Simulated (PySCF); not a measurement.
Fill in the blanks.

C2H9F3P2Si2.
SMILES: `FC(F)(F)C[SiH2]P[SiH2]P`

| property | level | value |
| --- | --- | --- |
| point group of the GFN2-xTB geometry | GFN2-xTB | ? |
| rotational constants A, B, C of the GFN2-xTB geometry | GFN2-xTB | 1.452, 0.330, 0.306 GHz |
| dipole moment | PBE0/pcSseg-1 | ? |
| HOMO energy | PBE0/pcSseg-1 | ? |
| LUMO energy | PBE0/pcSseg-1 | ? |
| 13C chemical shifts (computed TMS as zero) by class | GIAO PBE0/pcSseg-1 | ? |
| 1H chemical shifts (computed TMS as zero) by class | GIAO PBE0/pcSseg-1 | ? |
| isotropic shieldings of nuclei other than C and H, by class | GIAO PBE0/pcSseg-1 | ? |

Electronic properties: PySCF, gas phase, density fitting. One conformer (not necessarily the lowest) at the GFN2-xTB geometry, without solvent or vibrations. NMR classes are plain means over equivalent atoms (diastereotopic ones count apart unless rotation or inversion swaps them), as if these changed places fast; in this geometry the members of some classes differ.

Task: The isotropic shieldings of nuclei other than C and H, by class?

Result: 243 (3 F), 400 (1 Si), 406 (1 Si), 590 (1 P), 603 (1 P) ppm.

Task: What is the point group of the GFN2-xTB geometry?

Result: C1.

Task: Give the 1H chemical shifts (computed TMS as zero) by class.

Result: 4.70 (2 H), 4.43 (2 H), 1.69 (2 H), 1.34 (2 H), 0.41 (1 H) ppm.

Task: The dipole moment?

Result: 1.96 D.

Task: What is the LUMO energy?

Result: -0.56 eV.

Task: The 13C chemical shifts (computed TMS as zero) by class?

Result: 136.3 (1 C), 22.5 (1 C) ppm.

Task: The HOMO energy?

Result: -7.21 eV.

The rotational constants make it an asymmetric top with κ = (2B − A − C)/(A − C) = -0.96, nearer the prolate limit (−1). The dipole matches unit charges of opposite sign 0.41 Å apart (1 e·Å = 4.8032 D). With B = h/(8π²I), that is 505.379 GHz u Å² over I, the principal moments of inertia are 348.1, 1532.8 and 1652.4 u Å² (most abundant isotopes); the inertial defect Ic − Ia − Ib is -228.5 u Å² (zero for a rigid planar frame, negative otherwise).
